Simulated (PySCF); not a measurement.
## Molecular orbitals of Te2

TPSS at R = 2.570 Å; PySCF, scalar-relativistic core potentials, basis sets Te def2-SVP with ECP28. State: ³Σg⁻ (triplet), unpaired electrons π ↑↑. Only the outer orbitals are listed.

```json
{"spin": "α", "orbital": "σg", "occ.": "1", "ε (eV)": "-17.28", "main shells (%)": "94 s"}
{"spin": "α", "orbital": "σu", "occ.": "1", "ε (eV)": "-14.45", "main shells (%)": "96 s"}
{"spin": "α", "orbital": "σg", "occ.": "1", "ε (eV)": "-8.24", "main shells (%)": "93 p"}
{"spin": "α", "orbital": "πu", "occ.": "1", "ε (eV)": "-7.31", "main shells (%)": "99 p"}
{"spin": "α", "orbital": "πu", "occ.": "1", "ε (eV)": "-7.31", "main shells (%)": "99 p"}
{"spin": "α", "orbital": "πg", "occ.": "1", "ε (eV)": "-5.34", "main shells (%)": "99 p"}
{"spin": "α", "orbital": "πg", "occ.": "1", "ε (eV)": "-5.34", "main shells (%)": "99 p"}
{"spin": "α", "orbital": "σu", "occ.": "0", "ε (eV)": "-2.32", "main shells (%)": "95 p"}
{"spin": "α", "orbital": "σg", "occ.": "0", "ε (eV)": "4.06", "main shells (%)": "59 s, 31 d, 10 p"}
{"spin": "α", "orbital": "πu", "occ.": "0", "ε (eV)": "5.64", "main shells (%)": "99 d"}
{"spin": "β", "orbital": "σg", "occ.": "1", "ε (eV)": "-16.76", "main shells (%)": "92 s"}
{"spin": "β", "orbital": "σu", "occ.": "1", "ε (eV)": "-13.67", "main shells (%)": "96 s"}
{"spin": "β", "orbital": "σg", "occ.": "1", "ε (eV)": "-7.87", "main shells (%)": "91 p"}
{"spin": "β", "orbital": "πu", "occ.": "1", "ε (eV)": "-6.53", "main shells (%)": "98 p"}
{"spin": "β", "orbital": "πu", "occ.": "1", "ε (eV)": "-6.53", "main shells (%)": "98 p"}
{"spin": "β", "orbital": "πg", "occ.": "0", "ε (eV)": "-4.35", "main shells (%)": "99 p"}
{"spin": "β", "orbital": "πg", "occ.": "0", "ε (eV)": "-4.35", "main shells (%)": "99 p"}
{"spin": "β", "orbital": "σu", "occ.": "0", "ε (eV)": "-1.92", "main shells (%)": "95 p"}
```

**Question.** Which are the highest filled and the lowest empty level, where do they sit, and how wide is the gap?

**Answer.** Highest filled α πg at -5.34 eV (in %: 99 p); lowest empty β πg at -4.35 eV (in %: 99 p); the gap at TPSS is 0.99 eV. Both belong to one degenerate shell, split only by its one-sided filling, so this is no excitation gap.

The bond order (Mayer) is 2.03 and the ⟨S²⟩ is 2.002.

Spin–orbit coupling is left out. The state is the lowest determinant that a PBE0 search found; another state may lie lower at other levels.
